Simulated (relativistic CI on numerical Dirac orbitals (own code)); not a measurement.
V+ in a cubic cluster: 3s photoemission with charge transfer

Computed with a charge-transfer multiplet model of a cubic metal-ligand cluster with up to 2 ligand holes, Slater and spin-orbit integrals from Dirac-Coulomb-Breit ions, Slater integrals scaled by 0.9. The parameters are those of a tetrahedral site (10Dq negative, t2 hopping the larger). The ground state mixes d4 with configurations of k ligand holes L, whose averages lie at kΔ + k(k − 1)U_dd/2; a core hole lowers each added d electron by U_cd. 300 K, Lorentzian 1.4 eV and Gaussian 0.8 eV FWHM.

Atomic integrals in eV (Slater integrals scaled, ζ unscaled), ground: F2dd 6.798, F4dd 4.177, zeta_d 0.015; with the core hole: F2dd 8.232, F4dd 5.123, zeta_d 0.021, G2cd 8.709.

Cluster parameters (eV): Δ = 7.2, U_dd = 6, U_cd = 7.6, 10Dq(ligand) = 0, V(eg) = 1.25, V(t2g) = -2.12, final-state hopping factor = 1.

```
          Case   n_d    d4   d5L  d6L2     S
10Dq = -1.3 eV  4.29  0.73  0.25  0.02  0.00
10Dq = -0.4 eV  4.24  0.77  0.22  0.01  2.00
 10Dq = 0.2 eV  4.25  0.76  0.23  0.01  2.00
```

Weights, n_d and S are thermal averages at 300 K. Binding energies count from the first peak over 30 % of the highest in each spectrum, which can be another peak from case to case. The parameters are a model scan and need not match a compound or its usual spin state. Peaks in eV (height, largest 100):
- 10Dq = -1.3 eV: 0.0 (100), 6.6 (16), 9.5 (20)
- 10Dq = -0.4 eV: 0.0 (100), 4.1 (40), 9.3 (81), 17.0 (19)
- 10Dq = 0.2 eV: 0.0 (100), 4.2 (42), 6.8 (26), 9.4 (84), 17.2 (20)

For the case 10Dq = -0.4 eV, Δ = 7.2 eV is larger than U_dd = 6 eV, the Mott-Hubbard side of the Zaanen-Sawatzky-Allen scheme. With the core hole the average of the configuration with one ligand hole lies at Δ − U_cd = -0.4 eV before mixing: the effective hopping of about 4.5 eV (from the holes of the mixed ground state) is comparable with this gap or larger, so the configurations mix strongly. The thermal average of S changes within this range, from 0.0 to 2.0; a value between half-integers is an average over states of different spin.

Without intra-shell correlation the exchange splitting of the 3s hole comes out too large.
